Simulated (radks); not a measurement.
Correlation energies from several functionals, in hartree. Species: Lu3+ [Xe] 4f14; Re [Xe] 4f14 5d5 6s2; Ne [Ne]; Rh41+ [He] 2s2. All-electron calculation, non-relativistic Kohn-Sham, PBE, spin-polarised, spherical densities, point nucleus. Program: a radial shooting solver on a logarithmic mesh with Libxc functionals. Every spin shell is full or empty, so the densities are truly spherical. Functionals are evaluated on that one density, not self-consistently.

| functional | Lu3+ | Re | Ne | Rh41+ |
|---|---|---|---|---|
| PW92 | -7.1118 | -7.6678 | -0.74030 | -0.50981 |
| PZ | -7.1156 | -7.6677 | -0.73766 | -0.51147 |
| Chachiyo | -7.0321 | -7.5774 | -0.72476 | -0.50661 |
| PBEsol | -4.6316 | -5.0207 | -0.40839 | -0.14245 |
| P86 | -4.6448 | -5.0398 | -0.38520 | -0.34785 |
| SCAN | -4.1788 | -4.5381 | -0.34404 | -0.12177 |
| r2SCAN | -4.1951 | -4.5552 | -0.34622 | -0.12225 |
| B95 | -5.1370 | -5.5422 | -0.38777 | -0.22231 |
